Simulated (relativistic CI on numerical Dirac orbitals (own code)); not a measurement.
# Electric-dipole lines of Os23+

Calculated at this level of theory: Dirac-Coulomb-Breit CI, orbitals from a KLI potential per configuration, a model potential for QED, unscaled Slater integrals (own radial code, finite nucleus).

Configuration list (outside the closed core [Ar] 3d10): 4s2 4p6 4d10 4f7, 4s2 4p6 4d10 4f6 5s, 4s2 4p6 4d10 4f5 5s2, 4s2 4p6 4d10 4f6 5p, 4s2 4p6 4d9 4f8, 4s2 4p5 4d10 4f8, 4s2 4p6 4d10 4f6 6s, 4s 4p6 4d10 4f8, 4p6 4d10 4f9. Levels of other configurations are missing.

| λ vac (nm) | Lower | Upper | A (s⁻¹) | log gf | S velocity/length |
| --- | --- | --- | --- | --- | --- |
| 15.124 | 4s2 4p6 4d10 4f7 6I°_7/2 [4] | 4s2 4p6 4d10 4f6 5s 4G_9/2 [385] | 2.69e+05 | -5.03 | 1.16 |
| 15.151 | 4s2 4p6 4d10 4f7 6I°_11/2 [8] | 4s2 4p6 4d10 4f6 5s 6K_13/2 [396] | 3.45e+05 | -4.78 | 1.35 |
| 15.198 | 4s2 4p6 4d10 4f7 6I°_15/2 [10] | 4s2 4p6 4d10 4f6 5s 6K_17/2 [395] | 4.32e+05 | -4.57 | 1.27 |
| 15.202 | 4s2 4p6 4d10 4f7 6I°_11/2 [8] | 4s2 4p6 4d10 4f6 5s 4H_13/2 [393] | 2.94e+05 | -4.85 | 1.16 |
| 15.217 | 4s2 4p6 4d10 4f7 6P°_7/2 [2] | 4s2 4p6 4d10 4f6 5s 6F_9/2 [363] | 2.45e+05 | -5.07 | 0.44 |
| 15.264 | 4s2 4p6 4d10 4f7 6I°_9/2 [6] | 4s2 4p6 4d10 4f6 5s 6K_11/2 [383] | 4.64e+05 | -4.71 | 1.31 |
| 15.425 | 4s2 4p6 4d10 4f7 6P°_7/2 [2] | 4s2 4p6 4d10 4f6 5s 6D_7/2 [355] | 2.82e+05 | -5.09 | 0.43 |
| 15.607 | 4s2 4p6 4d10 4f7 6I°_15/2 [10] | 4s2 4p6 4d10 4f6 5s 6I_13/2 [368] | 2.99e+05 | -4.82 | 0.86 |
| 15.646 | 4s2 4p6 4d10 4f7 6I°_17/2 [7] | 4s2 4p6 4d10 4f6 5s 6H_15/2 [361] | 4.20e+05 | -4.61 | 0.95 |
| 15.685 | 4s2 4p6 4d10 4f7 6D°_9/2 [11] | 4s2 4p6 4d10 4f6 5s 6G_11/2 [369] | 4.78e+05 | -4.67 | 0.80 |
| 15.925 | 4s2 4p6 4d10 4f7 6P°_5/2 [3] | 4s2 4p6 4d10 4f6 5s 6D_5/2 [345] | 3.94e+05 | -5.05 | 0.65 |
| 16.072 | 4s2 4p6 4d10 4f7 6P°_7/2 [2] | 4s2 4p6 4d10 4f6 5s 6F_9/2 [340] | 2.12e+05 | -5.09 | 1.22 |
| 16.423 | 4s2 4p6 4d10 4f7 6P°_5/2 [3] | 4s2 4p6 4d10 4f6 5s 6F_7/2 [339] | 3.24e+05 | -4.98 | 1.13 |
| 16.723 | 4s2 4p6 4d10 4f7 6D°_9/2 [11] | 4s2 4p6 4d10 4f6 5s 6F_11/2 [342] | 6.39e+05 | -4.49 | 1.35 |
| 16.990 | 4s2 4p6 4d10 4f7 6D°_7/2 [12] | 4s2 4p6 4d10 4f6 5s 6F_9/2 [340] | 5.92e+05 | -4.59 | 1.41 |
| 17.418 | 4s2 4p6 4d10 4f7 6G°_11/2 [18] | 4s2 4p6 4d10 4f6 5s 6F_9/2 [340] | 8.49e+05 | -4.41 | 0.95 |
| 17.626 | 4s2 4p6 4d10 4f7 6G°_13/2 [22] | 4s2 4p6 4d10 4f6 5s 6F_11/2 [342] | 4.37e+05 | -4.61 | 1.49 |
| 17.663 | 4s2 4p6 4d10 4f7 6G°_9/2 [19] | 4s2 4p6 4d10 4f6 5s 6F_7/2 [339] | 8.12e+05 | -4.52 | 1.00 |
| 17.751 | 4s2 4p6 4d10 4f7 6G°_13/2 [26] | 4s2 4p6 4d10 4f6 5s 6F_11/2 [342] | 6.44e+05 | -4.44 | 0.92 |
| 17.791 | 4s2 4p6 4d10 4f7 4G°_11/2 [25] | 4s2 4p6 4d10 4f6 5s 6F_9/2 [340] | 6.52e+05 | -4.51 | 1.19 |

Terms are leading LS components. Brackets give the number of a level in order of energy, since labels repeat. The list gives strong lines, with weight on those to low levels, among the lowest 400 of 8566 levels, so that lines to higher ones, which can be the strongest, are missing. Levels whose partners in the same complex of configurations lie outside the list can be far off, and so can their lines. Rates are taken at the computed energies, electric ones in the length gauge. A velocity-to-length ratio far from 1 marks an uncertain rate.

At this charge energies of transitions that change n are usually good to better than 1 %, and those within a shell (Δn = 0) to a few per cent. Terms inside the open d or f shell come out 10 to 20 % too wide with unscaled integrals.

LS names give the leading component of a level, which can be under half, so a name can repeat, a term be missing and a line seem to break the LS rules.
